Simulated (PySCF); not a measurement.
Geometry:
```tsv
atom	x (Å)	y (Å)	z (Å)
O1	-2.577	1.946	1.274
C2	-2.483	1.018	0.544
F3	-3.621	0.475	-0.007
C4	-1.324	0.293	0.088
C5	-1.207	-0.788	-0.765
C6	0.163	-1.065	-0.845
C7	0.805	-0.146	-0.042
Si8	2.615	0.139	0.398
O9	-0.098	0.669	0.517
H10	-2.014	-1.296	-1.253
H11	0.634	-1.836	-1.419
H12	2.881	-0.527	1.673
H13	3.401	-0.463	-0.677
H14	2.825	1.580	0.492
```

- GIAO PBE0/pcSseg-1 shieldings
- geometry from GFN2-xTB
- run in PySCF
- rapidly exchanging positions averaged, relativity neglected, one conformer, no solvent model

Shifts are taken against calculated references (same method and geometry level): TMS for 13C.

**Question.** Do the 13C shifts follow the atomic charges (in e)? Tabulate both.

**Answer.** 
| atoms | hybridisation | δ (ppm) | σ para (ppm) | Hirshfeld | IAO | Mulliken | ESP-fitted |
| --- | --- | --- | --- | --- | --- | --- | --- |
| C7 | sp2 | 166.7 | -236 | -0.01 | -0.08 | -0.05 | +0.05 |
| C2 | sp2 | 155.9 | -216 | +0.21 | +0.59 | +0.63 | +0.66 |
| C4 | sp2 | 151.5 | -221 | +0.03 | +0.08 | +0.06 | +0.06 |
| C5 | sp2 | 132.6 | -199 | -0.06 | -0.16 | -0.07 | -0.23 |
| C6 | sp2 | 130.8 | -200 | -0.08 | -0.21 | -0.11 | -0.21 |

Correlation coefficients of δ with charge over these carbons: Hirshfeld +0.52, IAO +0.48, Mulliken +0.39, ESP-fitted +0.62; with the paramagnetic shielding -0.97. With so few points these coefficients are fragile. Charge is one influence among several: hybridisation and low-lying excitations act through the paramagnetic term.

Shifts are as computed. Against solution values, carbons near 30 ppm lie about +3 ppm off and those near 130 ppm about +5 ppm. Of 1211 compounds with measured shifts, 218 miss one by over three times the rms of a fit or turn the order of signals round; such compounds aren't used in these exercises.
